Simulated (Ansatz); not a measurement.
Reaction (SMILES): [N]=C=O → C atom + N atom + O atom
B3LYP-D3(BJ)/def2-TZVP geometries, fixed; electronic energies without zero-point terms.

Energies in hartree at B3LYP with Ansatz (a first-principles code); the atomisation energy is their sum with the coefficients shown, times 627.509 kcal/mol a hartree. All functions are spherical. The program fits the integrals of some runs and decomposes those of others, by size. Open shells are unrestricted. No added dispersion term, no relativity.

```tsv
species	coefficient	part	cc-pVDZ	cc-pVTZ	cc-pVQZ
[N]=C=O	-1	B3LYP	-168.01529	-168.06726	-168.08067
C atom	+1	B3LYP	-37.85197	-37.85857	-37.86059
N atom	+1	B3LYP	-54.58914	-54.60178	-54.60533
O atom	+1	B3LYP	-75.06850	-75.09186	-75.09820
```

Problem. Predict the atomisation energy in cc-pV5Z (X = 5): let each B3LYP step shrink by the ratio of the last two. Compare with the run.

Solution. 
- [N]=C=O: steps -0.05197 and -0.01341, ratio 0.258, so B3LYP -168.08413 (run: -168.08469).
- C atom: steps -0.00660 and -0.00202, ratio 0.306, so B3LYP -37.86121 (run: -37.86151).
- N atom: steps -0.01264 and -0.00355, ratio 0.281, so B3LYP -54.60633 (run: -54.60670).
- O atom: steps -0.02336 and -0.00634, ratio 0.271, so B3LYP -75.09992 (run: -75.10048).
Predicted 324.22 kcal/mol; the run in cc-pV5Z gives 323.79, a miss of 0.42. Keeping the value in cc-pVQZ, 324.14, would miss by 0.35. All sums are of the energies as printed.
